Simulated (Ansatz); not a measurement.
Tl4H5⁻, relaxed as a singlet with RKS B3LYP-D4/def2-SVPD in Ansatz, starting from the GFN1-xTB geometry. Force threshold 0.02 eV/Å.

In the def2 sets Tl takes a core potential; there is no spin–orbit coupling. The structure comes from a short search, and lower isomers may exist.

Start:

| atom | x (Å) | y (Å) | z (Å) |
| --- | --- | --- | --- |
| Tl1 | -2.5660 | -1.5951 | 1.1659 |
| Tl2 | -1.4452 | 1.5875 | -1.6907 |
| Tl3 | 1.7816 | -1.9985 | 1.8278 |
| Tl4 | 2.1112 | 1.4833 | -0.8771 |
| H5 | -2.0536 | -0.0907 | -0.2717 |
| H6 | 0.5144 | 0.5219 | -2.1552 |
| H7 | 0.0942 | 2.2664 | -0.1719 |
| H8 | 1.9800 | -0.2722 | 0.5737 |
| H9 | -0.4167 | -1.9024 | 1.5992 |

Q: Estimate the energy that the relaxation releases and the steps that it takes.

A: 91.2 kJ/mol, in 30 steps; 6.5 min on 4 threads of Intel Xeon on a shared host. No frequencies were taken in this run, so the end may be a saddle point.

Q: Does the start keep its bonding and symmetry?

A: By distances, no bond broke or formed. The bond that changes most is Tl1–H9, from 2.21 to 2.12 Å (atoms count from 1). The end is the same structure that another start reached, the lowest one found.

Q: Predict the relaxed structure.

A: 
```
atom   x (Å)   y (Å)   z (Å)
 Tl1  -1.752   0.014   1.596
 Tl2  -1.213   0.855  -2.001
 Tl3   1.320  -1.966   0.032
 Tl4   1.781   1.734  -0.160
  H5  -2.329  -0.509  -0.609
  H6   0.883  -0.107  -1.444
  H7  -0.558   1.586   0.209
  H8   2.202  -0.079   1.097
  H9  -0.334  -1.528   1.280
```
Bond lengths (bridged metal pairs left out): .
